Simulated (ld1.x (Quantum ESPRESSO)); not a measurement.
**Before and after: PAW potential for hydrogen (H)**

* Element: H
* Generator: ld1.x (Quantum ESPRESSO) 7.5
* Type: PAW
* Functional: PBE
* Relativity: scalar-relativistic
* Frozen core: none
* Valence charge: 1
* Reference configuration: 1s1
* Partial waves: 1s (bound): rcut 0.90, rcutus 1.20 bohr; 1s channel at 0.65 Ry: rcut 0.90, rcutus 1.20 bohr
* Local potential: all-electron potential smoothed inside 1.05 bohr (lloc = -1)
* Core correction: none
* Augmentation charge: GAUSS, radius 0.80 bohr

All-electron outer shells of the reference configuration (PBE, scalar-relativistic, ld1.x):

```tsv
shell	level (eV)	outermost node (bohr)	outermost maximum (bohr)
1s	-6.49	–	1.03
```

Change: waves 1s (bound): rcut 0.90, rcutus 1.50 bohr; 1s channel at 0.65 Ry: rcut 0.90, rcutus 1.50 bohr.

Cutoffs: the cutoffs (Ry, on a coarse ladder) from which the occupation-weighted sum of valence levels, in a spherical-Bessel basis at the reference potential, stays within 10 and 1 mRy of its value at 400 Ry; they do not see the model core or the augmentation charge, which bear on the density cutoff. Errors are all-electron minus pseudo energies relative to the spin-unpolarised reference configuration.

Predict the effect on cutoff, ghosts and configuration errors.

The potential gets softer (15 Ry and 30 Ry → 15 Ry and 18 Ry); neither file shows a bound ghost. A larger radius leaves more room for a smooth pseudo-wave, so fewer plane waves are needed.

```
                            quantity    base  changed
                       cutoff, loose   15 Ry    15 Ry
                       cutoff, tight   30 Ry    18 Ry
                        bound ghosts    none     none
   error for 1s0.5, meV [ΔE 4.76 eV]     0.0     -0.3
lowest overlap eigenvalue by channel  s 0.99   s 0.94
```
